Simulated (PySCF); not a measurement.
BHandHLYP on H⁻ (hydrogen, charge -1), 1s2, closed-shell 1S. Calculation: PySCF 2.14, in aug-cc-pVTZ-DK (4s3p2d, 23 functions); scalar relativity by spin-free X2C-1e.

```
cycle= 1 E= -0.522959486108658  delta_E= -0.000421  |g|= 0.00236  |ddm|= 0.112
cycle= 2 E= -0.52297950931329  delta_E= -2e-05  |g|= 0.00154  |ddm|= 0.0218
cycle= 3 E= -0.522982418881478  delta_E= -2.91e-06  |g|= 0.000247  |ddm|= 0.00412
cycle= 4 E= -0.522982511664223  delta_E= -9.28e-08  |g|= 9.68e-06  |ddm|= 0.00152
cycle= 5 E= -0.522982511827741  delta_E= -1.64e-10  |g|= 3.85e-08  |ddm|= 6.98e-05
converged SCF energy = -0.522982511827741  <S^2> = -2.6645353e-15  2S+1 = 1
```

Highest occupied orbital energy: 0.114 eV; ⟨L²⟩ = 0.00; populations by l: s 2.00, p 0.00, d 0.00.

Problem. Can this result be used?

Solution. With care. The run converged. At BHandHLYP the highest occupied level has a positive energy, so only the finite basis holds that electron; in a semilocal or global hybrid functional this comes from self-interaction and does not mean that the real anion is unbound.
